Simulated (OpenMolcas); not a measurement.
A run on Co4+ among 6 point charges of -2.2 e arranged as a trigonal antiprism (D3d), 1.68 Å from the ion, with a polar angle of 44.3° against the regular 54.74°. The active orbitals were held to one l.

- Program: OpenMolcas
- Method: CASSCF
- Basis: ANO-RCC-VTZP [6s5p3d2f1g]
- Scalar Hamiltonian: DKH2, point nucleus
- Active space: 5 electrons in 5 orbitals (3d)
- State averaging: 2S+1 = 6 even, 1 root; 2S+1 = 4 even, 24 roots; 2S+1 = 2 even, 75 roots
- Spin-orbit coupling: state interaction with AMFI integrals over the reference wave functions

59 basis functions. Blocks (2S+1, parity, CSFs, roots kept): 6, even, 1, 1; 4, even, 24, 24; 2, even, 75, 75.

**Question.** How long do the RASSCF and RASSI steps take on 1 thread of Intel(R) Xeon(R) 6975P-C (Granite Rapids), on a shared host?

**Answer.** About 17 s of wall time, without the integral step.
